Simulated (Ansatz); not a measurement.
Ansatz results at the PBE0-D4/def2-TZVP geometry: size of the dipole moment (ωB97M-V/def2-TZVPP) 2.40 D; size of the dipole moment (PBE/def2-TZVPP) 2.26 D; size of the dipole moment (B3LYP/def2-TZVPP) 2.40 D.

Each molecule was computed in one conformer, which needn't be the lowest.

Q: Which molecule gave them?
A. `C#[C][Sn]([F])[F]`•
B. `[SH][Ga][Cl]`•
C. `O[Si](F)F`•
D. `[OH][Al][O][SiH3]`•

A: C. The others give `C#[C][Sn]([F])[F]`•: 3.71, 3.45, 3.71; `[SH][Ga][Cl]`•: 1.11, 0.90, 1.06; `[OH][Al][O][SiH3]`•: 2.06, 1.84, 1.95.

B3LYP here is the variant with VWN-RPA as its local correlation; programs differ in this.
